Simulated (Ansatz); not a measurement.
Energy differences in CrF (charge +1)

Program: Ansatz, Gaussian basis, development build. Basis cc-pwCVTZ-DK on Cr, cc-pVTZ-DK on F, scalar X2C without spin–orbit coupling, 6 orbitals frozen in the corrections; active space CAS(10,9). Restricted Hartree–Fock, then the lowest state-specific CASSCF solution met for each case. Coupled cluster stands on the determinant that it favours, not always the lowest RHF. On stretched bonds single-reference methods can fail or change state. Unlike active orbitals can shift such differences by tenths of an eV, at times by over 1 eV.

Case A, quintet: bond length 1.7840 Å.

Case B, septet: the shape of A.

Energy less that of case A, in eV:

| case | RHF/ROHF | CASSCF | CCSD(T) |
| --- | --- | --- | --- |
| B | +3.442 | +4.622 | +4.401 |

**Question.** What does SC-NEVPT2 give for these differences?

**Answer.** B: +4.189 eV (96.6 kcal/mol).

**Question.** Which case is lowest, and do the methods agree?

**Answer.** A is lowest in SC-NEVPT2. Of the methods shown, RHF/ROHF, CASSCF, CCSD(T) agree.
